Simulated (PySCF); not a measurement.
SCF from a fresh guess for singlet SbOF3, at the PBE0 minimum. PySCF input:

```python
from pyscf import gto, scf, dft
mol = gto.M(atom='''
Sb     0.000000    -0.105237    -0.074439
O      0.000000    -1.581991    -1.119009
F      1.421628     0.191519     1.140824
F     -1.421628     0.191519     1.140824
F     -0.000000     1.613462    -0.869438''',
    basis={'Sb': 'def2-SVP', 'O': 'def2-SVP', 'F': 'def2-SVP'},
    ecp={'Sb': 'def2-SVP'},
    charge=0, spin=0)
mf = dft.RKS(mol, xc='PBE0')
mf.grids.atom_grid = (50, 194)
aux = {'Sb': 'def2-universal-JKFIT', 'O': 'def2-universal-JKFIT', 'F': 'def2-universal-JKFIT'}
mf = mf.density_fit(auxbasis=aux)
mf.conv_tol = 1e-08
mf.diis_space = 10
mf.max_cycle = 60
mf.init_guess = 'minao'
mf.verbose = 4
mf.kernel()
```

Excerpt of the output (cycles and frontier levels):

```
init E= -588.912713441284
  HOMO = -0.877062139861035  LUMO = -0.785609136151635  gap/eV = 2.48856
cycle= 1 E= -613.489267681566  delta_E= -24.6  |g|= 2.17  |ddm|= 9.89
  HOMO = -0.38735050955286  LUMO = -0.0072431356467213  gap/eV = 10.34325
cycle= 2 E= -613.592893350167  delta_E= -0.104  |g|= 1.95  |ddm|= 5.22
  HOMO = -0.236715833917057  LUMO = -0.089649630905658  gap/eV = 4.00188
cycle= 3 E= -614.046763215212  delta_E= -0.454  |g|= 1.11  |ddm|= 2.63
  HOMO = -0.403135549371125  LUMO = -0.156770161144056  gap/eV = 6.70394
cycle= 4 E= -614.269647837149  delta_E= -0.223  |g|= 0.459  |ddm|=  1.2
  HOMO = -0.356315404444894  LUMO = -0.15640175124982  gap/eV = 5.43993
cycle= 5 E= -614.310137860781  delta_E= -0.0405  |g|= 0.163  |ddm|= 0.45
  HOMO = -0.358829939556548  LUMO = -0.151040835638245  gap/eV = 5.65423
cycle= 6 E= -614.314533759983  delta_E= -0.0044  |g|= 0.0112  |ddm|= 0.0994
  HOMO = -0.359701402606471  LUMO = -0.15016755323909  gap/eV = 5.70171
cycle= 7 E= -614.314563134625  delta_E= -2.94e-05  |g|= 0.00136  |ddm|= 0.0114
  HOMO = -0.359959302344421  LUMO = -0.150283985170383  gap/eV = 5.70556
cycle= 8 E= -614.314563587926  delta_E= -4.53e-07  |g|= 0.000155  |ddm|= 0.00163
  HOMO = -0.359946850523108  LUMO = -0.150267419998194  gap/eV = 5.70567
cycle= 9 E= -614.314563596148  delta_E= -8.22e-09  |g|= 6.08e-05  |ddm|= 0.000257
  HOMO = -0.359923474185783  LUMO = -0.150263414928631  gap/eV = 5.70514
Extra cycle  E= -614.314563591334  delta_E= 4.81e-09  |g|= 0.000166  |ddm|= 0.000235
converged SCF energy = -614.314563591334
```

No lower solution of this spin was found by a stability analysis within the restricted form, which does not test spin polarisation.

The search for the lowest solution, with the stability check, took 6.5 s on 2 threads of a shared Arm Neoverse N1 host, with 82 basis functions; the process peaked at 0.36 GiB. Launch command: `OMP_NUM_THREADS=2 python axn.py task.json out`.
